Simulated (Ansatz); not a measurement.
Geometry optimisation, Ansatz, RKS revPBE-D4/def2-SVP.

Input:

```yaml
crystal:
  periodic: [false, false, false]
  atoms:
    - { symbol: B, position_ang: [-0.042528, 0.639706, -0.559506] }
    - { symbol: H, position_ang: [0.000211, -0.050909, 1.739382] }
    - { symbol: "N", position_ang: [1.229728, 0.047431, -0.735037] }
    - { symbol: H, position_ang: [1.366107, -0.871649, -1.151917] }
    - { symbol: H, position_ang: [2.088063, 0.531959, -0.488281] }
    - { symbol: "N", position_ang: [-1.289362, 0.030832, -0.838068] }
    - { symbol: H, position_ang: [-1.390555, -0.952249, -1.084666] }
    - { symbol: H, position_ang: [-2.168009, 0.52379, -0.698982] }
    - { symbol: Br, position_ang: [-0.08662, 2.55843, 0.070402] }
    - { symbol: H, position_ang: [-0.114036, 0.60396, 2.015874] }
basis:
  gaussian: { orbitals: def2-SVP }
hamiltonian:
  xc: revpbe
  dispersion: d4
relax:
  f_tol: 0.03
  max_steps: 50
```

Run as:

```bash
$ ansatz run input.yaml --threads 2 --pin off --max-ram 3072MiB --backend cpu --events-out ev --progress --plain --runs-dir out
```

Q: Where does it end, and by what steps?

A: It converged. The force dipped under the threshold on the way, but the program's further checks kept it going. After 20 steps the energy has fallen by 0.219 eV; H2 moved furthest, 1.42 Å.

```tsv
step	energy less start (eV)	largest force component (eV/Å)	accepted
0	0.0000	1.706	yes
1	-0.1387	0.243	yes
2	-0.1783	0.159	yes
3	-0.1986	0.071	yes
4	-0.2027	0.140	yes
5	-0.2041	0.121	yes
6	-0.2075	0.285	yes
7	-0.2059	0.520	no
8	-0.2105	0.048	yes
9	-0.2118	0.095	yes
10	-0.1880	0.998	no
11	-0.2140	0.052	yes
12	-0.2140	0.278	no
13	-0.2148	0.023	yes
14	-0.2155	0.058	yes
15	-0.2159	0.127	yes
16	-0.2170	0.007	yes
17	-0.2178	0.011	yes
18	-0.2180	0.092	yes
19	-0.2186	0.052	yes
20	-0.2191	0.023	yes
```

```xyz
10
Properties=species:S:1:pos:R:3
B -0.112 0.646 -0.787
H 0.209 0.016 3.141
N 1.164 0.043 -0.899
H 1.316 -0.882 -1.299
H 2.010 0.505 -0.574
N -1.334 0.067 -1.211
H -1.404 -0.860 -1.628
H -2.227 0.540 -1.094
Br -0.197 2.443 0.032
H 0.169 0.544 2.588
```

Whether the end is a true minimum wasn't checked by a vibrational analysis.

Run time: 39 s on 2 threads of Arm Neoverse V1, with other jobs on the host, peak memory 0.15 GiB.
